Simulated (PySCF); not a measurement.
# Hartree-Fock beside MP2: BH3NOSi

These are calculations, not measurements. They come from PySCF 2.14.0, an open-source quantum chemistry program, on an isolated molecule that a program drew, which may never have been made. The molecule is BH3NOSi (charge 0, doublet), drawn as the SMILES string `B=N[SiH]O`.

The geometry was optimised and harmonic frequencies were computed with HF and MP2, all in the cc-pV(D+d)Z basis, for the commonest isotopes, with a restricted reference for singlets and an unrestricted one otherwise, and a frozen core in MP2. Each result is a local minimum of its method.

Geometry at the HF minimum:
```xyz
7
BH3NOSi, angstrom
B    -2.0777   -2.1424   -0.6513
N    -1.5084   -1.8964   -1.7295
Si   -0.5895   -1.6436   -3.1472
O    -0.7967   -0.1199   -3.7496
H    -2.6198   -2.3681    0.3630
H    -1.0328   -2.5561   -4.2220
H    -0.6345    0.6159   -3.1784
```

Lengths of the bonds as drawn, in Å (atoms numbered as above):
```
bond,HF,MP2
B1-N2,1.244,1.271
N2-Si3,1.708,1.732
Si3-O4,1.652,1.671
B1-H5,1.172,1.180
Si3-H6,1.478,1.481
O4-H7,0.945,0.967
```

Rotational constants, in GHz:
```
constant     HF    MP2
       A  21.57  21.65
       B  3.615  3.473
       C  3.158  3.057
```

Harmonic frequencies in cm^-1, each column in rising order, so a row needn't be the same motion in every method:
```
rank    HF   MP2
   1   134   120
   2   181   170
   3   207   234
   4   371   346
   5   721   671
   6   768   709
   7   818   719
   8   831   725
   9   839   799
  10   910   873
  11   926   908
  12  1968  1829
  13  2298  2269
  14  2988     ?
  15  4174  3887
```

**Estimate the missing MP2 frequency from the HF column.**

A single factor s that minimises the squared misfit of MP2 against s times HF over the other rows is sum(HF x MP2) / sum(HF^2) = 0.9406, with an rms misfit of 40 cm^-1. For rank 14 it gives 0.9406 x 2988 = 2811 cm^-1. The calculation gives 2906 cm^-1, 95 cm^-1 above the estimate. The drawn bonds are on average 1.3 % longer in MP2 than in HF.
